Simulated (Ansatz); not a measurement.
`C[BH][InH2]` + NH₃ → `[NH2][InH2]` + `BC` at 500 K and 1 bar (cleavage of the In–B bond).

Isolated molecules relaxed with PBE0-D4/def2-TZVP in Ansatz; ΔE leaves out vibrations. CCSD(T)/CBS adds triple-zeta CCSD(T) − MP2 to the extrapolated MP2 energy (def2 sets, frozen cores). This one scheme is used for every species. Elements past krypton have def2 core potentials. For In outer-core shells are correlated without core-valence functions, which leaves a few kJ/mol of doubt a bond.

```tsv
species	CCSD(T)/CBS energy (Eh)	H − E (kJ/mol)	S (J/(mol·K))
`C[BH][InH2]`	-256.21482	196.8	386.1
NH₃	-56.50880	108.2	211.8
`[NH2][InH2]`	-246.90424	126.5	321.9
`BC`	-65.83255	172.2	281.8
```

H − E and S are ideal-gas, rigid-rotor, harmonic terms from PBE0-D4/def2-TZVP, for one conformer and one mirror image of each species. 1 Eh = 2625.50 kJ/mol, R = 8.31446 J/(mol·K).

Task: By hand: ΔE, ΔH, ΔS and ΔG.

Result: ΔE = (-246.90424) + (-65.83255) − (-256.21482) − (-56.50880) = -0.01317 Eh = -34.6 kJ/mol. Δ(H − E) = 126.5 + 172.2 − 196.8 − 108.2 = -6.3, so ΔH = -40.9 kJ/mol. ΔS = 321.9 + 281.8 − 386.1 − 211.8 = 5.8 J/(mol·K). ΔG = -40.9 − 500 × (5.8)/1000 = -43.8 kJ/mol.

Task: By hand: the equilibrium constant, and the temperature at which ΔG would vanish if ΔH and ΔS stayed fixed.

Result: log₁₀ K = −ΔG/(RT ln 10) = 4.6. ΔH and −TΔS have one sign here, so there is no such temperature. One of them is within its doubt of zero, so this could turn.

The number of gas molecules stays the same, so ΔS is small and ΔH decides. A doubt of 5 kJ/mol in ΔE shifts log₁₀ K by 0.5 here. Other conformers and mirror images would add mixing entropy, several J/(mol·K) or more a flexible species. These are equilibria of isolated gas molecules and say nothing of rates. Largest T1 diagnostic: 0.016 (customary marks: 0.02 for closed shells, 0.045 for open ones).
